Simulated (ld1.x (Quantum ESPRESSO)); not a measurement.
## Which change was made? (Ru, ultrasoft)

ld1.x (Quantum ESPRESSO) 7.5 input, shortened:

```
&input
   title='Ru', zed=44., rel=1, dft='PBE', iswitch=3,
   config='[Kr] 4d7 5s1 5p0'
 /
 &inputp
   pseudotype=3, tm=.true., lloc=-2, rcloc=4.10,
   nlcc=.true., new_core_ps=.true., rcore=1.20
 /
6
5S  1  0   1.00   0.00  2.15  2.80  0.0
5S  1  0   0.00   0.25  2.15  2.80  0.0
5P  2  1   0.00   0.00  3.85  4.30  0.0
5P  2  1   0.00   0.45  3.85  4.30  0.0
4D  3  2   7.00   0.00  1.25  1.40  0.0
4D  3  2   0.00   0.10  1.25  1.40  0.0
 &test
   configts(1)='4d7 5s1 5p0'
 /
```

Cutoffs, loose and tight: the cutoffs (Ry, on a coarse ladder) from which the occupation-weighted sum of valence levels, in a spherical-Bessel basis at the reference potential, stays within 10 and 1 mRy of its value at 400 Ry. They do not see the model core or the augmentation charge, which bear on the density cutoff. Test errors are all-electron minus pseudo excitation energies from the reference, over the configurations 4d7 5s0 5p0; 4d6 5s0 5p0; 4d5 5s0 5p0; 4d6 5s1 5p0; 4d6 5s2 5p0; 4d6 5s1 5p1; 4d7 5s0.5 5p0; variants that change the core or the reference have their own tests.

The base gives: outcome: generated; cutoff, loose: 50 Ry; cutoff, tight: 90 Ry; bound ghosts: none; largest test error (meV): -417.

(1) After one change the result is: outcome: generated; cutoff, loose: 35 Ry; cutoff, tight: 50 Ry; bound ghosts: none; largest test error (meV): -429. Which change was it?
A. waves 4d (bound): rcut 1.00, rcutus 1.06 bohr; 4d channel at 0.1 Ry: rcut 1.00, rcutus 1.06 bohr
B. waves 4d (bound): rcut 0.82, rcutus 0.86 bohr; 4d channel at 0.1 Ry: rcut 0.82, rcutus 0.86 bohr
C. waves 4d (bound): rcut 1.25, rcutus 2.10 bohr; 4d channel at 0.1 Ry: rcut 1.25, rcutus 2.10 bohr
D. waves 4d (bound): rcut 1.25, rcutus 1.80 bohr; 4d channel at 0.1 Ry: rcut 1.25, rcutus 1.80 bohr

Answers

(1) D. The others give: waves 4d (bound): rcut 0.82, rcutus 0.86 bohr; 4d channel at 0.1 Ry: rcut 0.82, rcutus 0.86 bohr → outcome: generated; cutoff, loose: 100 Ry; cutoff, tight: 180 Ry; bound ghosts: none; largest test error (meV): -425 | waves 4d (bound): rcut 1.25, rcutus 2.10 bohr; 4d channel at 0.1 Ry: rcut 1.25, rcutus 2.10 bohr → outcome: generated; cutoff, loose: 25 Ry; cutoff, tight: 40 Ry; bound ghosts: none; largest test error (meV): -450 | waves 4d (bound): rcut 1.00, rcutus 1.06 bohr; 4d channel at 0.1 Ry: rcut 1.00, rcutus 1.06 bohr → outcome: generated; cutoff, loose: 80 Ry; cutoff, tight: 140 Ry; bound ghosts: none; largest test error (meV): -418.
